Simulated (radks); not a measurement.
Problem. All-electron calculation, non-relativistic Kohn-Sham, LB94 model potential, spin-polarised, spherical densities, point nucleus; open shells are filled with parallel spins first (spin-orbit coupling, left out, can overturn this in heavy ions). Program: a radial shooting solver on a logarithmic mesh with Libxc functionals. Response by self-consistent Sternheimer equations with the Hartree and adiabatic LDA kernel. For heavy and open-shell atoms this level of theory can miss by tens of per cent. Rank Kr2+, As2+, Se2+, F3+, Sb+, H, Kr3+, Fe+, Ar+, Cl (NIST ground configurations) by static dipole polarisability, largest first.

Solution. Sb+ 24.28, Fe+ 20.80, Cl 14.92, As2+ 9.489, Se2+ 9.061, Kr2+ 7.480, Ar+ 7.083, Kr3+ 5.533, H 5.200, F3+ 0.9498 bohr^3.
